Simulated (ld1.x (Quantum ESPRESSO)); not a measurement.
# Varying the TM potential for Re

Base potential:

- Element: Re
- Generator: ld1.x (Quantum ESPRESSO) 7.5
- Type: norm-conserving Troullier–Martins (Kleinman–Bylander form)
- Functional: revPBE
- Relativity: non-relativistic
- Frozen core: [Xe] 4f14
- Valence charge: 7
- Reference configuration: 5d5 6s0.5 6p0 (charge +1.5)
- Partial waves: 6p (bound, empty): rc 2.90 bohr; 5d (bound): rc 2.50 bohr; 6s (bound): rc 2.30 bohr
- Local potential: the s channel
- Core correction: none

All-electron outer shells of the reference configuration (revPBE, non-relativistic, ld1.x):

```tsv
shell	level (eV)	outermost node (bohr)	outermost maximum (bohr)
5p	-55.51	0.58	1.10
5d	-17.87	0.62	1.39
6s	-14.16	1.36	2.67
6p	-9.64	1.52	3.26
```

Cutoffs, loose and tight: the cutoffs (Ry, on a coarse ladder) from which the occupation-weighted sum of valence levels, in a spherical-Bessel basis at the reference potential, stays within 10 and 1 mRy of its value at 400 Ry. They do not see the model core or the augmentation charge, which bear on the density cutoff. Test errors are all-electron minus pseudo excitation energies from the reference, over the configurations 5d5 6s2 6p0; 5d5 6s1 6p0; 5d5 6s0 6p0; 5d6 6s1 6p0; 5d3 6s0 6p0; 5d4 6s2 6p0; 5d5 6s0 6p2. A dash means not determined; rows that change the core or the reference have their own tests.

A true bound ghost makes a file unfit for plane-wave use even where its test errors are small: the radial tests pick states by their node count and pass the ghost by.

Cutoffs are not given where the Bessel-basis levels miss the radial ones by over 6 mRy, ghosts where they miss by over 20 mRy; a channel whose overlap is not positive is not tested.

```csv
change,outcome,"cutoff, loose","cutoff, tight",bound ghosts,largest test error (meV)
base,generated,30 Ry,35 Ry,none,-279
"all radii scaled by about 0.91 (s 2.10, p 2.66, d 2.28 bohr)",generated,35 Ry,40 Ry,none,-300
"all radii scaled by about 1.06 (s 2.44, p 3.08, d 2.66 bohr)",generated,30 Ry,35 Ry,none,-230
"all radii scaled by about 1.15 (s 2.64, p 3.32, d 2.86 bohr)",generated,25 Ry,30 Ry,none,-145
"all radii scaled by about 1.23 (s 2.82, p 3.56, d 3.06 bohr)",generated,25 Ry,30 Ry,none,-67
"all radii scaled by about 1.38 (s 3.18, p 4.02, d 3.46 bohr)",generated,21 Ry,25 Ry,none,+216
```

**Question.** What comes out with this change to the base: all radii scaled by about 0.83 (s 1.92, p 2.42, d 2.08 bohr)?

**Answer.** outcome: generated; cutoff, loose: 35 Ry; cutoff, tight: 55 Ry; bound ghosts: p, s (extra level of the local part); largest test error (meV): +1141.

**Question.** What comes out with this change to the base: all radii scaled by about 0.74 (s 1.70, p 2.14, d 1.84 bohr)?

**Answer.** outcome: generated; bound ghosts: p, s (extra level of the local part); largest test error (meV): -314.

**Question.** What comes out with this change to the base: all radii scaled by about 1.32 (s 3.04, p 3.82, d 3.30 bohr)?

**Answer.** outcome: generated; cutoff, loose: 21 Ry; cutoff, tight: 30 Ry; bound ghosts: none; largest test error (meV): +86.

Reading the sweep of the scale of all radii (base = 1) (base included, trends over the rows without a ghost): The loose cutoff falls from 35 Ry at 0.91 to 21 Ry at 1.38. A larger radius leaves more room for a smooth pseudo-wave, so fewer plane waves are needed; a smaller one forces it to follow the all-electron wave where it bends sharply. The median size of the test errors (rows with all tests solved) is not monotonic: lowest 19.6 meV at 1, highest 28.6 meV at 1.32. Bound ghosts are found at 0.74, 0.83.
